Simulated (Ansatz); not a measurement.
A short molecular-dynamics run on I₄Si, SMILES `I[Si](I)(I)I`.

```yaml
crystal:
  periodic: [false, false, false]
  atoms:
    - {symbol: I, position_ang: [-1.160163, -0.000925, 2.119707]}
    - {symbol: Si, position_ang: [0.009992, -0.014737, -0.008262]}
    - {symbol: I, position_ang: [2.067507, -1.286651, 0.207562]}
    - {symbol: I, position_ang: [-1.399956, -1.037109, -1.700748]}
    - {symbol: I, position_ang: [0.532521, 2.265721, -0.659558]}
basis:
  gaussian: {orbitals: def2-SVP}
hamiltonian: {xc: {name: revPBE}, dispersion: d3bjatm}
md: {timestep: 1 fs, n_steps: 30, ensemble: nvt_nose_hoover, temperature: 700, initial_velocities: maxwell_boltzmann, seed: 557}
```

```sh
$ ansatz run in.yaml --threads 2 --pin off --events-out ev --progress --plain --max-ram 32768MiB --backend cpu
```

| step | time (fs) | potential energy (eV) | kinetic (eV) | T (K) | conserved (eV) |
| --- | --- | --- | --- | --- | --- |
| 0 | 0.0 | -40286.0410 | 0.2714 | 700 | -40285.7696 |
| 1 | 1.0 | -40286.0382 | 0.2687 | 693 | -40285.7696 |
| 2 | 2.0 | -40286.0349 | 0.2653 | 684 | -40285.7696 |
| 3 | 3.0 | -40286.0309 | 0.2613 | 674 | -40285.7696 |
| 4 | 4.0 | -40286.0263 | 0.2568 | 662 | -40285.7696 |
| 5 | 5.0 | -40286.0213 | 0.2517 | 649 | -40285.7696 |
| 6 | 6.0 | -40286.0158 | 0.2462 | 635 | -40285.7696 |
| 7 | 7.0 | -40286.0099 | 0.2404 | 620 | -40285.7696 |
| 8 | 8.0 | -40286.0038 | 0.2343 | 604 | -40285.7696 |
| 9 | 9.0 | -40285.9974 | 0.2279 | 588 | -40285.7696 |
| 10 | 10.0 | -40285.9910 | 0.2216 | 571 | -40285.7696 |
| 11 | 11.0 | -40285.9846 | 0.2152 | 555 | -40285.7696 |
| 12 | 12.0 | -40285.9784 | 0.2090 | 539 | -40285.7695 |
| 13 | 13.0 | -40285.9724 | 0.2031 | 524 | -40285.7695 |
| 14 | 14.0 | -40285.9668 | 0.1976 | 510 | -40285.7695 |
| 15 | 15.0 | -40285.9617 | 0.1926 | 497 | -40285.7695 |
| 16 | 16.0 | -40285.9572 | 0.1882 | 485 | -40285.7695 |
| 17 | 17.0 | -40285.9533 | 0.1844 | 475 | -40285.7695 |
| 18 | 18.0 | -40285.9501 | 0.1813 | 467 | -40285.7695 |
| 19 | 19.0 | -40285.9477 | 0.1789 | 461 | -40285.7695 |
| 20 | 20.0 | -40285.9460 | 0.1774 | 457 | -40285.7695 |
| 21 | 21.0 | -40285.9450 | 0.1765 | 455 | -40285.7695 |
| 22 | 22.0 | -40285.9448 | 0.1764 | 455 | -40285.7695 |
| 23 | 23.0 | -40285.9452 | 0.1770 | 457 | -40285.7695 |
| 24 | 24.0 | -40285.9462 | 0.1782 | 460 | -40285.7695 |
| 25 | 25.0 | -40285.9478 | 0.1799 | 464 | -40285.7695 |
| 26 | 26.0 | -40285.9497 | 0.1821 | 470 | -40285.7695 |
| 27 | 27.0 | -40285.9520 | 0.1846 | 476 | -40285.7695 |
| 28 | 28.0 | -40285.9544 | 0.1872 | 483 | -40285.7696 |
| 29 | 29.0 | -40285.9570 | 0.1900 | 490 | -40285.7696 |
| 30 | 30.0 | -40285.9595 | 0.1928 | 497 | -40285.7696 |

Velocities are drawn at the set temperature; a run this short doesn't reach equilibrium.

Frames (Å, forces in eV/Å):

```xyz
5
time=0.0 fs
I    -1.160   -0.001    2.120   -0.256    0.003    0.465
Si    0.010   -0.015   -0.008    0.000    0.000    0.000
I     2.068   -1.287    0.208    0.450   -0.278    0.047
I    -1.400   -1.037   -1.701   -0.308   -0.223   -0.370
I     0.533    2.266   -0.660    0.114    0.498   -0.142
5
time=1.0 fs
I    -1.159   -0.001    2.120   -0.254    0.002    0.454
Si    0.009   -0.013   -0.010    0.004   -0.080    0.042
I     2.068   -1.285    0.209    0.433   -0.272    0.043
I    -1.400   -1.035   -1.702   -0.314   -0.231   -0.374
I     0.531    2.261   -0.660    0.132    0.581   -0.165
5
time=2.0 fs
I    -1.158    0.000    2.121   -0.253    0.001    0.442
Si    0.008   -0.010   -0.012    0.007   -0.161    0.085
I     2.068   -1.283    0.210    0.416   -0.266    0.038
I    -1.401   -1.033   -1.704   -0.320   -0.238   -0.378
I     0.530    2.256   -0.659    0.149    0.664   -0.188
5
time=3.0 fs
I    -1.156    0.000    2.122   -0.251    0.000    0.430
Si    0.006   -0.008   -0.014    0.010   -0.244    0.128
I     2.069   -1.282    0.211    0.399   -0.260    0.034
I    -1.401   -1.030   -1.706   -0.325   -0.245   -0.381
I     0.529    2.252   -0.659    0.167    0.749   -0.211
5
time=4.0 fs
I    -1.155    0.000    2.123   -0.249   -0.001    0.419
Si    0.005   -0.006   -0.016    0.012   -0.327    0.171
I     2.070   -1.280    0.213    0.382   -0.254    0.029
I    -1.402   -1.028   -1.708   -0.330   -0.252   -0.384
I     0.528    2.247   -0.659    0.186    0.834   -0.235
5
time=5.0 fs
I    -1.154    0.001    2.124   -0.248   -0.002    0.407
Si    0.004   -0.004   -0.018    0.013   -0.410    0.213
I     2.070   -1.279    0.214    0.365   -0.248    0.025
I    -1.402   -1.026   -1.709   -0.334   -0.259   -0.387
I     0.527    2.242   -0.659    0.204    0.918   -0.258
5
time=6.0 fs
I    -1.153    0.001    2.125   -0.246   -0.003    0.395
Si    0.003   -0.002   -0.020    0.013   -0.491    0.254
I     2.071   -1.277    0.215    0.349   -0.243    0.021
I    -1.402   -1.024   -1.711   -0.339   -0.265   -0.389
I     0.526    2.238   -0.659    0.222    1.002   -0.281
5
time=7.0 fs
I    -1.152    0.001    2.126   -0.244   -0.004    0.383
Si    0.002   -0.001   -0.021    0.013   -0.571    0.295
I     2.071   -1.276    0.217    0.333   -0.238    0.016
I    -1.403   -1.021   -1.713   -0.343   -0.272   -0.391
I     0.525    2.234   -0.660    0.240    1.085   -0.303
5
time=8.0 fs
I    -1.151    0.002    2.127   -0.243   -0.006    0.372
Si    0.000    0.001   -0.023    0.013   -0.648    0.333
I     2.072   -1.274    0.218    0.318   -0.234    0.012
I    -1.403   -1.019   -1.715   -0.347   -0.278   -0.392
I     0.524    2.229   -0.660    0.258    1.166   -0.325
5
time=9.0 fs
I    -1.149    0.002    2.128   -0.242   -0.007    0.361
Si   -0.001    0.002   -0.024    0.012   -0.722    0.370
I     2.073   -1.273    0.219    0.304   -0.230    0.008
I    -1.404   -1.017   -1.717   -0.350   -0.285   -0.393
I     0.523    2.225   -0.660    0.275    1.244   -0.347
5
time=10.0 fs
I    -1.148    0.002    2.129   -0.241   -0.009    0.351
Si   -0.002    0.003   -0.026    0.012   -0.791    0.405
I     2.073   -1.271    0.220    0.290   -0.227    0.004
I    -1.405   -1.015   -1.719   -0.353   -0.291   -0.393
I     0.522    2.221   -0.660    0.292    1.319   -0.367
5
time=11.0 fs
I    -1.147    0.002    2.130   -0.240   -0.011    0.342
Si   -0.003    0.003   -0.027    0.011   -0.856    0.437
I     2.074   -1.270    0.222    0.278   -0.225    0.001
I    -1.405   -1.013   -1.721   -0.356   -0.297   -0.393
I     0.521    2.217   -0.660    0.308    1.389   -0.386
5
time=12.0 fs
I    -1.146    0.003    2.131   -0.240   -0.013    0.333
Si   -0.004    0.004   -0.028    0.010   -0.915    0.466
I     2.075   -1.268    0.223    0.266   -0.224   -0.003
I    -1.406   -1.011   -1.723   -0.359   -0.303   -0.393
I     0.520    2.213   -0.660    0.322    1.455   -0.403
5
time=13.0 fs
I    -1.145    0.003    2.132   -0.240   -0.015    0.325
Si   -0.006    0.004   -0.029    0.009   -0.967    0.492
I     2.076   -1.267    0.224    0.256   -0.223   -0.006
I    -1.407   -1.009   -1.725   -0.361   -0.310   -0.392
I     0.519    2.209   -0.660    0.336    1.515   -0.419
5
time=14.0 fs
I    -1.144    0.003    2.133   -0.240   -0.017    0.318
Si   -0.007    0.004   -0.029    0.009   -1.012    0.515
I     2.076   -1.265    0.226    0.247   -0.224   -0.008
I    -1.407   -1.007   -1.727   -0.364   -0.316   -0.391
I     0.519    2.206   -0.661    0.348    1.569   -0.433
5
time=15.0 fs
I    -1.143    0.004    2.134   -0.241   -0.020    0.312
Si   -0.008    0.003   -0.030    0.010   -1.049    0.534
I     2.077   -1.264    0.227    0.238   -0.225   -0.011
I    -1.408   -1.005   -1.729   -0.365   -0.322   -0.389
I     0.518    2.202   -0.661    0.358    1.616   -0.446
5
time=16.0 fs
I    -1.142    0.004    2.136   -0.243   -0.023    0.307
Si   -0.009    0.002   -0.030    0.011   -1.077    0.550
I     2.078   -1.263    0.228    0.232   -0.228   -0.013
I    -1.409   -1.003   -1.731   -0.367   -0.329   -0.387
I     0.517    2.199   -0.661    0.367    1.656   -0.456
5
time=17.0 fs
I    -1.141    0.004    2.137   -0.244   -0.026    0.303
Si   -0.010    0.001   -0.031    0.012   -1.097    0.561
I     2.079   -1.261    0.230    0.226   -0.231   -0.015
I    -1.409   -1.001   -1.733   -0.368   -0.335   -0.385
I     0.516    2.195   -0.662    0.374    1.689   -0.464
5
time=18.0 fs
I    -1.140    0.005    2.138   -0.247   -0.029    0.300
Si   -0.011   -0.001   -0.030    0.015   -1.107    0.569
I     2.080   -1.260    0.231    0.221   -0.236   -0.017
I    -1.410   -0.999   -1.735   -0.369   -0.341   -0.382
I     0.515    2.192   -0.662    0.380    1.714   -0.470
5
time=19.0 fs
I    -1.139    0.005    2.139   -0.249   -0.033    0.298
Si   -0.013   -0.003   -0.030    0.018   -1.109    0.572
I     2.081   -1.258    0.232    0.218   -0.241   -0.018
I    -1.411   -0.997   -1.737   -0.370   -0.348   -0.378
I     0.515    2.189   -0.662    0.383    1.730   -0.473
5
time=20.0 fs
I    -1.138    0.005    2.141   -0.253   -0.037    0.297
Si   -0.014   -0.006   -0.030    0.022   -1.101    0.570
I     2.082   -1.257    0.233    0.216   -0.247   -0.019
I    -1.412   -0.995   -1.740   -0.370   -0.354   -0.374
I     0.514    2.186   -0.663    0.385    1.739   -0.474
5
time=21.0 fs
I    -1.138    0.005    2.142   -0.256   -0.041    0.297
Si   -0.015   -0.009   -0.029    0.027   -1.083    0.565
I     2.082   -1.256    0.235    0.216   -0.255   -0.020
I    -1.413   -0.993   -1.742   -0.370   -0.360   -0.370
I     0.513    2.183   -0.663    0.384    1.739   -0.473
5
time=22.0 fs
I    -1.137    0.006    2.143   -0.261   -0.045    0.299
Si   -0.016   -0.012   -0.028    0.032   -1.057    0.555
I     2.083   -1.255    0.236    0.217   -0.263   -0.021
I    -1.414   -0.991   -1.744   -0.370   -0.366   -0.364
I     0.513    2.180   -0.664    0.382    1.731   -0.469
5
time=23.0 fs
I    -1.136    0.006    2.145   -0.265   -0.050    0.301
Si   -0.017   -0.015   -0.027    0.038   -1.021    0.541
I     2.084   -1.253    0.237    0.219   -0.272   -0.021
I    -1.415   -0.989   -1.746   -0.369   -0.372   -0.359
I     0.512    2.178   -0.664    0.377    1.715   -0.463
5
time=24.0 fs
I    -1.135    0.006    2.146   -0.270   -0.054    0.305
Si   -0.018   -0.019   -0.026    0.044   -0.977    0.523
I     2.085   -1.252    0.239    0.222   -0.283   -0.021
I    -1.416   -0.988   -1.749   -0.367   -0.378   -0.352
I     0.512    2.176   -0.665    0.371    1.692   -0.455
5
time=25.0 fs
I    -1.134    0.007    2.148   -0.275   -0.059    0.309
Si   -0.019   -0.024   -0.025    0.051   -0.926    0.501
I     2.086   -1.251    0.240    0.226   -0.294   -0.020
I    -1.417   -0.986   -1.751   -0.366   -0.383   -0.345
I     0.511    2.173   -0.666    0.364    1.662   -0.444
5
time=26.0 fs
I    -1.133    0.007    2.149   -0.281   -0.064    0.314
Si   -0.020   -0.028   -0.023    0.058   -0.867    0.475
I     2.087   -1.250    0.241    0.231   -0.305   -0.019
I    -1.418   -0.984   -1.754   -0.363   -0.389   -0.337
I     0.510    2.171   -0.666    0.354    1.625   -0.432
5
time=27.0 fs
I    -1.133    0.007    2.150   -0.287   -0.069    0.320
Si   -0.021   -0.033   -0.022    0.065   -0.802    0.445
I     2.088   -1.249    0.242    0.238   -0.318   -0.019
I    -1.419   -0.982   -1.756   -0.360   -0.394   -0.328
I     0.510    2.169   -0.667    0.344    1.583   -0.418
5
time=28.0 fs
I    -1.132    0.007    2.152   -0.293   -0.075    0.326
Si   -0.023   -0.038   -0.020    0.072   -0.731    0.412
I     2.089   -1.247    0.244    0.245   -0.331   -0.017
I    -1.420   -0.981   -1.758   -0.356   -0.399   -0.319
I     0.509    2.167   -0.668    0.332    1.535   -0.402
5
time=29.0 fs
I    -1.131    0.008    2.153   -0.299   -0.080    0.333
Si   -0.024   -0.044   -0.018    0.078   -0.655    0.376
I     2.090   -1.246    0.245    0.254   -0.344   -0.016
I    -1.421   -0.979   -1.761   -0.352   -0.403   -0.309
I     0.509    2.165   -0.668    0.319    1.482   -0.385
5
time=30.0 fs
I    -1.130    0.008    2.155   -0.305   -0.085    0.340
Si   -0.025   -0.049   -0.016    0.084   -0.574    0.338
I     2.091   -1.245    0.246    0.263   -0.358   -0.014
I    -1.422   -0.977   -1.763   -0.347   -0.408   -0.297
I     0.509    2.164   -0.669    0.305    1.425   -0.366
```

Run time 76 s (2 threads of an AMD EPYC 7R13 on a shared host); peak host memory 0.48 GiB.
